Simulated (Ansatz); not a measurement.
Ansatz (a quantum-chemistry and plane-wave program) input (HF/3-21G): The .json file is the Basis Set Exchange's 3-21G.

Ansatz 0.2 input:
```yaml
crystal:
  periodic: [false, false, false]
  atoms:
    - {symbol: C, position_ang: [1.11098921, -0.42344047, 0.12381415]}
    - {symbol: N, position_ang: [0.05612948, 0.35105367, 0.24214050]}
    - {symbol: C, position_ang: [-1.14515490, 0.20975615, -0.27120365]}
    - {symbol: H, position_ang: [2.03010257, -0.15399619, 0.61875892]}
    - {symbol: H, position_ang: [1.11220872, -1.34191119, -0.45745913]}
    - {symbol: H, position_ang: [-1.42736207, -0.62916965, -0.90210079]}
    - {symbol: H, position_ang: [-1.90286146, 0.94980720, -0.06984549]}
basis:
  gaussian:
    orbitals: 3-21G.json
hamiltonian:
  xc: {name: HF}
total_charge: -1
phonons: {temperatures: {t_min: 298.15, t_max: 298.15, t_step: 100}}
```

Output:

```
WARN ansatz: RAYON_NUM_THREADS=1 ignored (pool sized by the plan → 1); use --threads N
Functional definition: HF
integrals: 0.00 GiB planned
508 factors; integrals over basis functions are off by at most 6.7e-4 eV
mean field: 0.06 GiB planned
mean field evaluation 1: about -3581.0454 eV, gradient 1.8e1 eV
mean field evaluation 2: about -3581.0452 eV, gradient 1.8e1 eV
mean field evaluation 4: about -3582.1030 eV, gradient 3.2e0 eV
mean field evaluation 8: about -3582.1365 eV, gradient 1.4e-5 eV
mean field -3582.13619527 eV, -131.6410771172 hartree, gradient 1.6e-5 eV, S^2 0.000000; 0 other end points of the search recorded, 0 dependent functions left out
the calculation of the forces begins
reference -3582.13619527 eV, -131.6410771172 hartree; 12, 12 occupied and 23, 23 virtual orbitals, 508 factors
these checks for a lower state are left out or cut short: stability, starts, cluster_reference, orbital_swaps, neighbouring_geometries, increment
integrals: 0.00 GiB planned
508 factors; integrals over basis functions are off by at most 6.7e-4 eV
mean field: 0.06 GiB planned
mean field evaluation 16: about -3582.1360 eV, gradient 3.8e-6 eV
mean field -3582.13600314 eV, -131.6410700563 hartree, gradient 2.6e-6 eV, S^2 0.000000; 0 other end points of the search recorded, 0 dependent functions left out
the calculation of the forces begins
reference -3582.13600314 eV, -131.6410700563 hartree; 12, 12 occupied and 23, 23 virtual orbitals, 508 factors
these checks for a lower state are left out or cut short: stability, starts, cluster_reference, orbital_swaps, neighbouring_geometries, increment
integrals: 0.00 GiB planned
508 factors; integrals over basis functions are off by at most 6.7e-4 eV
mean field: 0.06 GiB planned
mean field -3582.13600193 eV, -131.6410700119 hartree, gradient 2.6e-6 eV, S^2 0.000000; 0 other end points of the search recorded, 0 dependent functions left out
the calculation of the forces begins
reference -3582.13600193 eV, -131.6410700119 hartree; 12, 12 occupied and 23, 23 virtual orbitals, 508 factors
these checks for a lower state are left out or cut short: stability, starts, cluster_reference, orbital_swaps, neighbouring_geometries, increment
integrals: 0.00 GiB planned
508 factors; integrals over basis functions are off by at most 6.7e-4 eV
mean field: 0.06 GiB planned
mean field evaluation 32: about -3582.1361 eV, gradient 3.9e-6 eV
mean field -3582.13607425 eV, -131.6410726698 hartree, gradient 2.6e-6 eV, S^2 0.000000; 0 other end points of the search recorded, 0 dependent functions left out
the calculation of the forces begins
reference -3582.13607425 eV, -131.6410726698 hartree; 12, 12 occupied and 23, 23 virtual orbitals, 508 factors
these checks for a lower state are left out or cut short: stability, starts, cluster_reference, orbital_swaps, neighbouring_geometries, increment
integrals: 0.00 GiB planned
508 factors; integrals over basis functions are off by at most 6.7e-4 eV
mean field: 0.06 GiB planned
mean field -3582.13607231 eV, -131.6410725983 hartree, gradient 2.6e-6 eV, S^2 0.000000; 0 other end points of the search recorded, 0 dependent functions left out
the calculation of the forces begins
reference -3582.13607231 eV, -131.6410725983 hartree; 12, 12 occupied and 23, 23 virtual orbitals, 508 factors
these checks for a lower state are left out or cut short: stability, starts, cluster_reference, orbital_swaps, neighbouring_geometries, increment
integrals: 0.00 GiB planned
508 factors; integrals over basis functions are off by at most 6.7e-4 eV
mean field: 0.06 GiB planned
mean field -3582.13607135 eV, -131.6410725629 hartree, gradient 2.6e-6 eV, S^2 0.000000; 0 other end points of the search recorded, 0 dependent functions left out
the calculation of the forces begins
reference -3582.13607135 eV, -131.6410725629 hartree; 12, 12 occupied and 23, 23 virtual orbitals, 508 factors
these checks for a lower state are left out or cut short: stability, starts, cluster_reference, orbital_swaps, neighbouring_geometries, increment
integrals: 0.00 GiB planned
508 factors; integrals over basis functions are off by at most 6.7e-4 eV
mean field: 0.06 GiB planned
mean field -3582.13607119 eV, -131.6410725571 hartree, gradient 2.7e-6 eV, S^2 0.000000; 0 other end points of the search recorded, 0 dependent functions left out
the calculation of the forces begins
reference -3582.13607119 eV, -131.6410725571 hartree; 12, 12 occupied and 23, 23 virtual orbitals, 508 factors
these checks for a lower state are left out or cut short: stability, starts, cluster_reference, orbital_swaps, neighbouring_geometries, increment
integrals: 0.00 GiB planned
508 factors; integrals over basis functions are off by at most 6.7e-4 eV
mean field: 0.06 GiB planned
mean field -3582.13615414 eV, -131.6410756054 hartree, gradient 1.0e-6 eV, S^2 0.000000; 0 other end points of the search recorded, 0 dependent functions left out
the calculation of the forces begins
reference -3582.13615414 eV, -131.6410756054 hartree; 12, 12 occupied and 23, 23 virtual orbitals, 508 factors
these checks for a lower state are left out or cut short: stability, starts, cluster_reference, orbital_swaps, neighbouring_geometries, increment
integrals: 0.00 GiB planned
508 factors; integrals over basis functions are off by at most 6.7e-4 eV
mean field: 0.06 GiB planned
mean field evaluation 64: about -3582.1379 eV, gradient 8.6e-2 eV
mean field -3582.13615388 eV, -131.6410755958 hartree, gradient 2.6e-6 eV, S^2 0.000000; 0 other end points of the search recorded, 0 dependent functions left out
the calculation of the forces begins
reference -3582.13615388 eV, -131.6410755958 hartree; 12, 12 occupied and 23, 23 virtual orbitals, 508 factors
these checks for a lower state are left out or cut short: stability, starts, cluster_reference, orbital_swaps, neighbouring_geometries, increment
integrals: 0.00 GiB planned
508 factors; integrals over basis functions are off by at most 6.7e-4 eV
mean field: 0.06 GiB planned
mean field -3582.13614636 eV, -131.6410753195 hartree, gradient 2.6e-6 eV, S^2 0.000000; 0 other end points of the search recorded, 0 dependent functions left out
the calculation of the forces begins
reference -3582.13614636 eV, -131.6410753195 hartree; 12, 12 occupied and 23, 23 virtual orbitals, 508 factors
these checks for a lower state are left out or cut short: stability, starts, cluster_reference, orbital_swaps, neighbouring_geometries, increment
integrals: 0.00 GiB planned
508 factors; integrals over basis functions are off by at most 6.7e-4 eV
mean field: 0.06 GiB planned
mean field -3582.13614617 eV, -131.6410753125 hartree, gradient 2.6e-6 eV, S^2 0.000000; 0 other end points of the search recorded, 0 dependent functions left out
the calculation of the forces begins
reference -3582.13614617 eV, -131.6410753125 hartree; 12, 12 occupied and 23, 23 virtual orbitals, 508 factors
these checks for a lower state are left out or cut short: stability, starts, cluster_reference, orbital_swaps, neighbouring_geometries, increment
integrals: 0.00 GiB planned
508 factors; integrals over basis functions are off by at most 6.7e-4 eV
mean field: 0.06 GiB planned
mean field -3582.13608786 eV, -131.6410731697 hartree, gradient 2.6e-6 eV, S^2 0.000000; 0 other end points of the search recorded, 0 dependent functions left out
the calculation of the forces begins
reference -3582.13608786 eV, -131.6410731697 hartree; 12, 12 occupied and 23, 23 virtual orbitals, 508 factors
these checks for a lower state are left out or cut short: stability, starts, cluster_reference, orbital_swaps, neighbouring_geometries, increment
integrals: 0.00 GiB planned
508 factors; integrals over basis functions are off by at most 6.7e-4 eV
mean field: 0.06 GiB planned
mean field evaluation 96: about -3582.1361 eV, gradient 4.4e-2 eV
mean field -3582.13608898 eV, -131.6410732111 hartree, gradient 2.6e-6 eV, S^2 0.000000; 0 other end points of the search recorded, 0 dependent functions left out
the calculation of the forces begins
reference -3582.13608898 eV, -131.6410732111 hartree; 12, 12 occupied and 23, 23 virtual orbitals, 508 factors
these checks for a lower state are left out or cut short: stability, starts, cluster_reference, orbital_swaps, neighbouring_geometries, increment
integrals: 0.00 GiB planned
508 factors; integrals over basis functions are off by at most 6.7e-4 eV
mean field: 0.06 GiB planned
mean field -3582.13618237 eV, -131.6410766430 hartree, gradient 2.4e-6 eV, S^2 0.000000; 0 other end points of the search recorded, 0 dependent functions left out
the calculation of the forces begins
reference -3582.13618237 eV, -131.6410766430 hartree; 12, 12 occupied and 23, 23 virtual orbitals, 508 factors
these checks for a lower state are left out or cut short: stability, starts, cluster_reference, orbital_swaps, neighbouring_geometries, increment
integrals: 0.00 GiB planned
508 factors; integrals over basis functions are off by at most 6.7e-4 eV
mean field: 0.06 GiB planned
mean field -3582.13618325 eV, -131.6410766754 hartree, gradient 2.4e-6 eV, S^2 0.000000; 0 other end points of the search recorded, 0 dependent functions left out
the calculation of the forces begins
reference -3582.13618325 eV, -131.6410766754 hartree; 12, 12 occupied and 23, 23 virtual orbitals, 508 factors
Total energy: -3582.13619527 eV, -131.6410771172 hartree
Atom 0 at     1.110989    -0.423440     0.123814 Å, force     0.000470    -0.000068     0.000123 eV/Å
Atom 1 at     0.056129     0.351054     0.242140 Å, force    -0.000024    -0.000149    -0.000103 eV/Å
Atom 2 at    -1.145155     0.209756    -0.271204 Å, force    -0.000451     0.000190    -0.000039 eV/Å
Atom 3 at     2.030103    -0.153996     0.618759 Å, force     0.000019     0.000042     0.000033 eV/Å
Atom 4 at     1.112209    -1.341911    -0.457459 Å, force    -0.000240     0.000035    -0.000063 eV/Å
Atom 5 at    -1.427362    -0.629170    -0.902101 Å, force     0.000230    -0.000097     0.000020 eV/Å
Atom 6 at    -1.902861     0.949807    -0.069845 Å, force    -0.000004     0.000048     0.000029 eV/Å
Dipole moment:    -0.014844    -0.092837    -0.064035 e Å
Vibrations: 451.64 535.88 561.93 763.67 823.10 1208.25 1215.31 1343.43 1506.48 1631.10 1674.88 3128.39 3150.23 3248.96 3260.54 cm⁻¹, zero-point energy 1.519040 eV
```

The blocks after the first are displaced geometries, from whose forces the wavenumbers follow.

The dipole moment of an ion depends on the origin.
